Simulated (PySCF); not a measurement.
An unknown gives this computed stick spectrum. Level of theory: PySCF, TDDFT B3LYP/def2-SVPD, vertical, gas phase, core orbitals frozen in the response. Geometries: GFN2-xTB, one conformer each.

```
state  E (eV)       f
   S1    2.54  0.0000
   S2    5.08  0.0029
   S3    5.28   0.046
   S4    5.63   0.202
   S5    5.80  0.0015
   S6    5.88   0.068
   S7    5.94  0.0034
   S8    6.58   0.036
```

Triplets computed (Tamm–Dancoff): 2.10, 3.26, 5.03 eV.

Question: Which structure fits?
A. `O=C(CO[SiH3])[SiH2]O`
B. `O[Si@@H]1CC[Si@H](O)O1`
C. `F/C=C\CCO`
D. `CC(=S)COC=O`

Answer: D. Its S1, at 2.54 eV, is the lowest among the candidates; the nearest of the others has S1 at 3.58 eV. S1 is HOMO→LUMO (100%). S1 has the pattern of n→π* at C=S. At the same level the other candidates give, for their lowest levels:
- `OCC/C=C\F`: 6.52 eV (f 0.001); 6.79 eV (f 0.049); 6.90 eV (f 0.099); 7.15 eV (f 0.004); 7.58 eV (f 0.119); T1 4.52 eV; HOMO -7.24, LUMO -0.02 eV
- `O=C(CO[SiH3])[SiH2]O`: 3.58 eV (f 0.001); 4.98 eV (f 0.010); 5.44 eV (f 0.002); 5.78 eV (f 0.000); 6.20 eV (f 0.008); T1 3.02 eV; HOMO -7.05, LUMO -1.93 eV
- `O[Si@@H]1CC[Si@H](O)O1`: 6.85 eV (f 0.002); 7.05 eV (f 0.006); 7.30 eV (f 0.008); 7.40 eV (f 0.014); 7.52 eV (f 0.007); T1 6.73 eV; HOMO -7.80, LUMO -0.12 eV

The values belong to the conformer `[CH3:1][C:2](=[S:3])[CH2:4][O:5][CH:6]=[O:7]`: C1–C2–C4–O5 -29°, C2–C4–O5–C6 98°, C4–O5–C6–O7 -1°.
